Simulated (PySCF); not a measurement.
A geometry optimisation, step by step.

Compound: C₅H₅O₃S₂ (charge -1).
SMILES with atom numbers: `[CH3:1][S:2](=[O:3])(=[O:4])[c:5]1[cH:6][cH:7][c:8]([O-:9])[s:10]1` (hydrogens: H11, H12, H13 on C1; H14 on C6; H15 on C7)
Bond orders are those of one Lewis drawing.

Method: PBE0-D3(BJ)/def2-SVP geometry optimisation, gas phase in PySCF; density fitting, grid level 2; the optimiser is geomeTRIC in internal coordinates, started from a GFN2-xTB structure. The frame can shift and turn from step to step; on so coarse a grid that alone can change the energy by a few meV, and forces under 0.02 eV/Å are noise.

Step 0: E = -33042.7820 eV, largest atomic force 1.487 eV/Å
```
atom  x, y, z in Å  |  force x, y, z in eV/Å
C1     -2.274    0.721    0.487    0.638  -0.464  -0.671
S2     -1.411   -0.216   -0.832    0.347   0.230   0.956
O3     -1.842   -1.597   -0.723   -0.240  -1.342   0.419
O4     -1.737    0.449   -2.075   -0.109   1.053  -0.932
C5      0.268   -0.107   -0.421   -1.176   0.843  -0.342
C6      1.060   -1.121    0.035    0.252  -0.219   0.081
C7      2.312   -0.713    0.485   -0.223  -0.883  -0.034
C8      2.560    0.658    0.447    0.415   1.230   0.165
O9      3.523    1.336    0.767    0.062   0.000  -0.009
S10     1.025    1.454   -0.244    0.083   0.149  -0.145
H11    -1.855    1.719    0.493    0.189   0.523   0.069
H12    -3.330    0.741    0.249   -0.528  -0.065  -0.254
H13    -2.092    0.212    1.424    0.108  -0.230   0.473
H14     0.720   -2.143    0.015   -0.209  -0.521   0.049
H15     3.069   -1.386    0.849    0.392  -0.305   0.176
```

Step 1: E = -33042.9150 eV, largest atomic force 0.336 eV/Å
```
atom  x, y, z in Å  |  force x, y, z in eV/Å
C1     -2.329    0.593    0.397   -0.108   0.041   0.078
S2     -1.358   -0.236   -0.870   -0.189   0.223  -0.063
O3     -1.693   -1.669   -0.776    0.082   0.158  -0.059
O4     -1.663    0.495   -2.111    0.036  -0.122   0.169
C5      0.257   -0.002   -0.365    0.217  -0.242  -0.087
C6      1.042   -1.037    0.121   -0.014  -0.047   0.071
C7      2.305   -0.659    0.566    0.081   0.026   0.064
C8      2.595    0.735    0.485    0.063  -0.075  -0.073
O9      3.575    1.392    0.788   -0.035   0.023   0.012
S10     1.094    1.532   -0.287   -0.149   0.038  -0.025
H11    -1.985    1.635    0.457   -0.027  -0.051  -0.019
H12    -3.386    0.546    0.091    0.056  -0.009  -0.010
H13    -2.169    0.079    1.355   -0.011   0.002  -0.055
H14     0.653   -2.058    0.143    0.019   0.037  -0.006
H15     3.057   -1.340    0.970   -0.020  -0.003   0.003
```

Step 2: E = -33042.9231 eV, largest atomic force 0.249 eV/Å
```
atom  x, y, z in Å  |  force x, y, z in eV/Å
C1     -2.352    0.595    0.402    0.033   0.021   0.043
S2     -1.365   -0.216   -0.866    0.002  -0.133  -0.107
O3     -1.719   -1.644   -0.815    0.000   0.036   0.027
O4     -1.644    0.541   -2.095    0.029   0.014   0.130
C5      0.260   -0.038   -0.359    0.199   0.047  -0.004
C6      1.063   -1.054    0.141   -0.206  -0.138   0.026
C7      2.329   -0.663    0.573   -0.038   0.062  -0.033
C8      2.608    0.730    0.458   -0.041   0.079   0.025
O9      3.578    1.408    0.743    0.023  -0.033  -0.007
S10     1.083    1.504   -0.296    0.002   0.112  -0.046
H11    -2.000    1.632    0.492   -0.012   0.004  -0.001
H12    -3.399    0.564    0.070    0.026  -0.020  -0.029
H13    -2.217    0.056    1.348   -0.005  -0.008  -0.005
H14     0.685   -2.077    0.182    0.003  -0.027  -0.006
H15     3.085   -1.332    0.987   -0.015  -0.015  -0.013
```

Step 3: E = -33042.9273 eV, largest atomic force 0.218 eV/Å
```
atom  x, y, z in Å  |  force x, y, z in eV/Å
C1     -2.346    0.587    0.409    0.038  -0.015   0.021
S2     -1.356   -0.208   -0.867    0.034  -0.050  -0.044
O3     -1.704   -1.638   -0.825   -0.033  -0.023   0.021
O4     -1.642    0.560   -2.085   -0.005   0.049   0.017
C5      0.272   -0.030   -0.369   -0.083  -0.006  -0.077
C6      1.048   -1.057    0.147   -0.002   0.217   0.015
C7      2.312   -0.657    0.576    0.098  -0.100   0.054
C8      2.608    0.732    0.446   -0.078   0.008   0.032
O9      3.587    1.400    0.727    0.033  -0.024  -0.004
S10     1.094    1.513   -0.319   -0.013  -0.062  -0.029
H11    -2.004    1.625    0.508   -0.002   0.016   0.001
H12    -3.390    0.548    0.070   -0.012  -0.008  -0.012
H13    -2.210    0.038    1.349   -0.007  -0.007   0.017
H14     0.661   -2.077    0.197    0.006   0.013  -0.011
H15     3.062   -1.327    1.000    0.025  -0.008   0.000
```

Step 4: E = -33042.9298 eV, largest atomic force 0.135 eV/Å
```
atom  x, y, z in Å  |  force x, y, z in eV/Å
C1     -2.334    0.578    0.415    0.004  -0.020   0.011
S2     -1.356   -0.207   -0.874   -0.005   0.040   0.081
O3     -1.705   -1.636   -0.833   -0.001  -0.021  -0.024
O4     -1.654    0.573   -2.082    0.005   0.019  -0.042
C5      0.273   -0.023   -0.387   -0.055  -0.039  -0.111
C6      1.042   -1.045    0.148    0.058   0.015   0.058
C7      2.307   -0.657    0.587   -0.114   0.012  -0.033
C8      2.602    0.732    0.444    0.121  -0.039   0.045
O9      3.589    1.388    0.725   -0.021   0.070  -0.015
S10     1.102    1.516   -0.350    0.044  -0.060   0.026
H11    -1.997    1.618    0.517    0.000   0.005  -0.002
H12    -3.380    0.536    0.080   -0.022   0.004   0.009
H13    -2.192    0.024    1.351   -0.005  -0.001   0.009
H14     0.647   -2.061    0.204   -0.008  -0.004  -0.007
H15     3.050   -1.328    1.020    0.000   0.020  -0.006
```

Step 5: E = -33042.9323 eV, largest atomic force 0.127 eV/Å
```
atom  x, y, z in Å  |  force x, y, z in eV/Å
C1     -2.324    0.570    0.424   -0.017  -0.015  -0.004
S2     -1.358   -0.204   -0.883   -0.026   0.053   0.113
O3     -1.715   -1.631   -0.852    0.018  -0.010  -0.032
O4     -1.662    0.593   -2.078    0.005  -0.002  -0.040
C5      0.274   -0.028   -0.407    0.023   0.007  -0.112
C6      1.036   -1.042    0.150    0.037  -0.057   0.070
C7      2.299   -0.653    0.595   -0.013   0.031   0.001
C8      2.605    0.732    0.440    0.003   0.004  -0.038
O9      3.587    1.397    0.717   -0.022  -0.025   0.010
S10     1.114    1.505   -0.384    0.002   0.020   0.019
H11    -1.985    1.608    0.535    0.002  -0.005  -0.003
H12    -3.372    0.533    0.095   -0.011   0.007   0.017
H13    -2.178    0.005    1.354    0.001   0.003  -0.003
H14     0.638   -2.056    0.216    0.001  -0.013   0.004
H15     3.036   -1.322    1.043   -0.003   0.000   0.000
```

Step 6: E = -33042.9348 eV, largest atomic force 0.078 eV/Å
```
atom  x, y, z in Å  |  force x, y, z in eV/Å
C1     -2.313    0.557    0.440   -0.023  -0.012  -0.031
S2     -1.360   -0.194   -0.892    0.022   0.008   0.055
O3     -1.718   -1.621   -0.884   -0.008  -0.008   0.000
O4     -1.671    0.623   -2.071   -0.019   0.017  -0.017
C5      0.281   -0.031   -0.440    0.021   0.012  -0.074
C6      1.027   -1.037    0.154    0.021  -0.045   0.058
C7      2.286   -0.647    0.607    0.004   0.002  -0.003
C8      2.606    0.731    0.423   -0.049   0.028  -0.023
O9      3.590    1.395    0.698    0.001  -0.024   0.002
S10     1.131    1.496   -0.434    0.008   0.027   0.021
H11    -1.974    1.593    0.565    0.007  -0.004   0.000
H12    -3.365    0.525    0.121    0.002   0.006   0.016
H13    -2.159   -0.024    1.358    0.011   0.004  -0.005
H14     0.620   -2.047    0.241    0.003  -0.003   0.003
H15     3.013   -1.311    1.079    0.000  -0.005  -0.001
```

Step 7: E = -33042.9362 eV, largest atomic force 0.067 eV/Å
```
atom  x, y, z in Å  |  force x, y, z in eV/Å
C1     -2.292    0.541    0.457   -0.016   0.002  -0.019
S2     -1.362   -0.186   -0.904   -0.019   0.011   0.040
O3     -1.728   -1.611   -0.915    0.008  -0.014   0.001
O4     -1.690    0.655   -2.062    0.004   0.003  -0.022
C5      0.288   -0.038   -0.482   -0.002  -0.016  -0.031
C6      1.015   -1.033    0.157    0.017   0.003   0.002
C7      2.269   -0.639    0.618    0.005  -0.030   0.013
C8      2.599    0.733    0.407   -0.053   0.034  -0.022
O9      3.584    1.395    0.682    0.015  -0.006   0.002
S10     1.143    1.487   -0.489    0.014   0.006   0.019
H11    -1.947    1.574    0.594    0.006   0.000   0.007
H12    -3.350    0.518    0.159    0.009   0.001   0.005
H13    -2.121   -0.057    1.361    0.011   0.006   0.004
H14     0.600   -2.037    0.266    0.001   0.004  -0.002
H15     2.985   -1.295    1.116    0.002  -0.003   0.002
```

Step 8: E = -33042.9366 eV, largest atomic force 0.029 eV/Å
```
atom  x, y, z in Å  |  force x, y, z in eV/Å
C1     -2.282    0.542    0.462   -0.009   0.005  -0.010
S2     -1.364   -0.188   -0.906    0.003   0.000  -0.003
O3     -1.730   -1.614   -0.914   -0.006   0.002   0.007
O4     -1.698    0.651   -2.064   -0.006  -0.005   0.006
C5      0.289   -0.042   -0.496    0.007  -0.023  -0.015
C6      1.014   -1.034    0.150   -0.001   0.013  -0.001
C7      2.264   -0.637    0.619    0.001  -0.017   0.002
C8      2.591    0.736    0.407   -0.023   0.015  -0.005
O9      3.574    1.399    0.686    0.013   0.008  -0.001
S10     1.140    1.486   -0.497    0.009  -0.003   0.019
H11    -1.934    1.574    0.594    0.004  -0.001   0.002
H12    -3.343    0.519    0.175    0.003  -0.001  -0.001
H13    -2.103   -0.055    1.365    0.006   0.003   0.002
H14     0.599   -2.039    0.260   -0.002   0.004  -0.001
H15     2.978   -1.290    1.122    0.001   0.001  -0.001
```

Step 9: E = -33042.9368 eV, largest atomic force 0.021 eV/Å
```
atom  x, y, z in Å  |  force x, y, z in eV/Å
C1     -2.272    0.545    0.465    0.006   0.008   0.010
S2     -1.368   -0.194   -0.906   -0.010   0.000  -0.019
O3     -1.735   -1.620   -0.904    0.000   0.008   0.004
O4     -1.710    0.639   -2.066    0.004  -0.012   0.017
C5      0.289   -0.048   -0.508    0.007  -0.014  -0.003
C6      1.016   -1.038    0.141   -0.008   0.011  -0.007
C7      2.261   -0.636    0.616   -0.001   0.002  -0.001
C8      2.580    0.741    0.410    0.011  -0.007   0.010
O9      3.560    1.407    0.695    0.000   0.008  -0.004
S10     1.131    1.485   -0.497   -0.002  -0.003   0.002
H11    -1.919    1.578    0.588   -0.002   0.000  -0.001
H12    -3.336    0.524    0.191    0.000  -0.003  -0.006
H13    -2.082   -0.045    1.370   -0.003   0.000   0.001
H14     0.603   -2.044    0.248   -0.002   0.001  -0.001
H15     2.976   -1.286    1.121    0.001   0.002  -0.001
```

Problem. Summarise the path.

Solution. The energy falls by 0.1547 eV from step 0 to step 9; nine tenths of that is first reached at step 2. It falls at every step. The largest force goes from 1.487 to 0.021 eV/Å. Among the bonds C7–C8 changes most, from 1.394 to 1.428 Å; the atoms move by 0.182 Å rms after alignment.

Problem. Follow the three bonds and two angles with the largest change from start to end.

Solution. 
```json
{"step": "0", "E above end (eV)": "0.1547", "largest force (eV/Å)": "1.487", "C7–C8 (Å)": "1.394", "C1–S2 (Å)": "1.833", "C5–C6 (Å)": "1.366", "O3–S2–O4 (°)": "115.8", "S2–C5–C6 (°)": "126.5"}
{"step": "1", "E above end (eV)": "0.0218", "largest force (eV/Å)": "0.336", "C7–C8 (Å)": "1.426", "C1–S2 (Å)": "1.798", "C5–C6 (Å)": "1.387", "O3–S2–O4 (°)": "119.3", "S2–C5–C6 (°)": "122.4"}
{"step": "2", "E above end (eV)": "0.0137", "largest force (eV/Å)": "0.249", "C7–C8 (Å)": "1.426", "C1–S2 (Å)": "1.800", "C5–C6 (Å)": "1.388", "O3–S2–O4 (°)": "118.8", "S2–C5–C6 (°)": "125.4"}
{"step": "3", "E above end (eV)": "0.0095", "largest force (eV/Å)": "0.218", "C7–C8 (Å)": "1.426", "C1–S2 (Å)": "1.799", "C5–C6 (Å)": "1.388", "O3–S2–O4 (°)": "119.0", "S2–C5–C6 (°)": "124.3"}
{"step": "4", "E above end (eV)": "0.0070", "largest force (eV/Å)": "0.135", "C7–C8 (Å)": "1.427", "C1–S2 (Å)": "1.799", "C5–C6 (Å)": "1.386", "O3–S2–O4 (°)": "119.4", "S2–C5–C6 (°)": "123.9"}
{"step": "5", "E above end (eV)": "0.0045", "largest force (eV/Å)": "0.127", "C7–C8 (Å)": "1.427", "C1–S2 (Å)": "1.800", "C5–C6 (Å)": "1.385", "O3–S2–O4 (°)": "119.5", "S2–C5–C6 (°)": "124.2"}
{"step": "6", "E above end (eV)": "0.0020", "largest force (eV/Å)": "0.078", "C7–C8 (Å)": "1.427", "C1–S2 (Å)": "1.802", "C5–C6 (Å)": "1.386", "O3–S2–O4 (°)": "119.5", "S2–C5–C6 (°)": "124.1"}
{"step": "7", "E above end (eV)": "0.0006", "largest force (eV/Å)": "0.067", "C7–C8 (Å)": "1.427", "C1–S2 (Å)": "1.802", "C5–C6 (Å)": "1.388", "O3–S2–O4 (°)": "119.5", "S2–C5–C6 (°)": "123.9"}
{"step": "8", "E above end (eV)": "0.0002", "largest force (eV/Å)": "0.029", "C7–C8 (Å)": "1.427", "C1–S2 (Å)": "1.802", "C5–C6 (Å)": "1.389", "O3–S2–O4 (°)": "119.5", "S2–C5–C6 (°)": "123.8"}
{"step": "9", "E above end (eV)": "0.0000", "largest force (eV/Å)": "0.021", "C7–C8 (Å)": "1.428", "C1–S2 (Å)": "1.801", "C5–C6 (Å)": "1.389", "O3–S2–O4 (°)": "119.5", "S2–C5–C6 (°)": "123.7"}
```

What follows is the cost of the whole optimisation. Hardware: one thread, AMD EPYC 9R45 (x86_64), no GPU, shared host with 96 logical CPUs at a one-minute load of 11. Cost: 82 s wall, 0.83 GiB resident at most.
